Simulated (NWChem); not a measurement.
System: C2H3ClF2Si; SMILES F[SiH2]/C=C(/F)Cl

Input file for NWChem:

```
start job
memory heap 200 mb stack 900 mb global 1100 mb
geometry units angstroms noautosym nocenter noautoz
  F     -0.429752     2.982813     0.000000
  Si     0.421280     1.608534     0.000000
  C     -0.832553     0.231007     0.000000
  C     -0.547124    -1.067568     0.000000
  F     -1.460618    -2.035518     0.000000
  Cl     1.065756    -1.729873     0.000000
  H      1.269497     1.572841     1.216642
  H      1.269497     1.572841    -1.216642
  H     -1.894342     0.474180     0.000000
end
basis spherical
  F library def2-svp
  Si library def2-svp
  C library def2-svp
  Cl library def2-svp
  H library def2-svp
end
dft
  xc pbe0
  iterations 150
end
cosmo
  do_cosmo_smd true
  solvent dmf
end
task dft energy
```

Geometry: optimised at B3LYP/6-31G* (spherical d). Solvent: N,N-dimethylformamide.

Level: PBE0/def2-SVP with SMD (1 M gas to 1 M solution), gas-phase geometry. Reactions with the solvent are ignored.

**Question.** Predict the main results of this run. (PBE0/def2-SVP, SMD on the gas-phase geometry.) Quantities: solvation free energy (kcal/mol); cavity-dispersion-structure term (kcal/mol); dipole in solution (D).

**Answer.** 
- solvation free energy (kcal/mol): -1.2
- cavity-dispersion-structure term (kcal/mol): 1.1
- dipole in solution (D): 0.59
